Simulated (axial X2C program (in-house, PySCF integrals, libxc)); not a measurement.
## GeC⁺: from the spin-free to the two-component result

All values were computed with an in-house relativistic program for diatomic molecules. Spin-free means the one-electron spin-free X2C Hamiltonian; two-component (2c) means X2C with spin–orbit coupling and atomic mean-field two-electron Coulomb and Gaunt terms, so the difference of the two also holds small scalar two-electron terms. Basis: Ge dyall-cv3z [9s9p7d4f1g], C dyall-v3z [7s6p2d1f] (cores contracted in-house); Gaussian nuclei, density fitting, unrestricted open shells. Masses: Ge 73.921 u, C 12.000 u.

Spin-free state: M_S = 3/2, Λ = 0 (beyond evenly filled blocks: σα, π+α, π-α); fragments Ge+ + C.

```json
{"level": "PBE0", "Re (Å)": "1.907", "ωe (cm⁻¹)": "697.3", "De (eV)": "3.336", "μ (D)": "-0.18"}
{"level": "HF", "Re (Å)": "1.879", "ωe (cm⁻¹)": "772.7", "De (eV)": "2.130", "μ (D)": "-0.23"}
{"level": "MP2", "Re (Å)": "1.904", "ωe (cm⁻¹)": "728.3", "De (eV)": "2.925", "μ (D)": "n/a"}
{"level": "CCSD", "Re (Å)": "1.907", "ωe (cm⁻¹)": "716.5", "De (eV)": "2.814", "μ (D)": "n/a"}
{"level": "CCSD(T)", "Re (Å)": "1.916", "ωe (cm⁻¹)": "696.2", "De (eV)": "2.952", "μ (D)": "n/a"}
{"level": "TPSS", "Re (Å)": "1.928", "ωe (cm⁻¹)": "657.4", "De (eV)": "3.475", "μ (D)": "-0.05"}
```

Correlated methods: 7 electrons correlated (number of frozen shells: Ge 3 s, 2 p, 1 d; C 1 s), 213 virtual spin orbitals or spinors in MP2, 89 natural virtuals in coupled cluster.

Dipoles are positive if C is the positive end and refer to the centre of mass.

Two-component determinant lowest at the distance of the search:

Ω = 3/2 (⟨Sz⟩ = 1.50, ⟨Lz⟩ = 0.00 at HF); fragments Ge+ + C.

| level | Re (Å) | ωe (cm⁻¹) | De (eV) | μ (D) |
| --- | --- | --- | --- | --- |
| PBE0 | 1.907 | 696.7 | n/a | -0.18 |
| HF | 1.880 | 772.2 | n/a | -0.23 |
| MP2 | 1.904 | 727.9 | 2.803 | n/a |
| CCSD | 1.908 | 716.0 | 2.691 | n/a |
| CCSD(T) | 1.917 | 695.7 | 2.831 | n/a |
| TPSS | 1.929 | 656.8 | n/a | -0.05 |

Problem. From the two tables, how do the constants change at the CCSD(T) level (2c against spin-free)?

Solution. At the CCSD(T) level Re is unchanged within 0.001 Å and ωe decreases by 0.5 cm⁻¹; De is not compared, since the atomic limits differ or miss part of their spin–orbit lowering.

The state is a single determinant with fixed occupations, the lowest that a limited PBE0 search found. Dissociation energies refer to the lowest single-determinant-based atoms at the same level and basis. De is not given where an atomic determinant may have missed its ground term or J level, or where the truncated virtual space spoils (T). Density functionals use the spin component along the axis (collinear). CCSD and (T) use frozen natural virtuals with an MP2 correction for the truncation; (T) itself is uncorrected, so its De runs slightly low. The 2c atoms are single determinants rather than J levels; their spin–orbit lowering is only partly caught, and De is too large by that part. This holds for MP2, CCSD, CCSD(T). Without a current term, density functionals place determinants with orbital angular momentum somewhat too high. With several unpaired electrons one determinant need not be a pure state. This is the top spin component of a Σ state; components of lower Ω are not single determinants and can lie lower. The T1 diagnostic is large, a sign of multireference character. With the outer-core shells frozen, correlated bond lengths of heavy atoms tend to come out a few hundredths of an ångström too long.
